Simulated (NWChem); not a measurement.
System: CH₃FMoOS; SMILES [CH3][Mo](=[O])([F])=[S]

Not confirmed as a minimum by frequencies. def2 effective core potentials on Mo; no spin-orbit coupling.

### Question
Give the equilibrium geometry at PBE-D3(BJ)/def2-SVP with def2 effective core potentials on Mo (NWChem) as a list of bonds and angles, with the point group.

### Answer
point group C1; any orientation.
Bonded distances (Å): Mo1–O2 1.687, Mo1–S3 2.130, Mo1–F4 1.858, Mo1–C5 2.094, C5–H6 1.108, C5–H7 1.112, C5–H8 1.110. Angles (°): O2–Mo1–S3 108.8, O2–Mo1–F4 114.8, O2–Mo1–C5 104.1, S3–Mo1–F4 113.5, S3–Mo1–C5 104.2, F4–Mo1–C5 110.5, Mo1–C5–H6 112.1, Mo1–C5–H7 106.7, Mo1–C5–H8 109.0, H6–C5–H7 109.1, H6–C5–H8 109.4, H7–C5–H8 110.5.
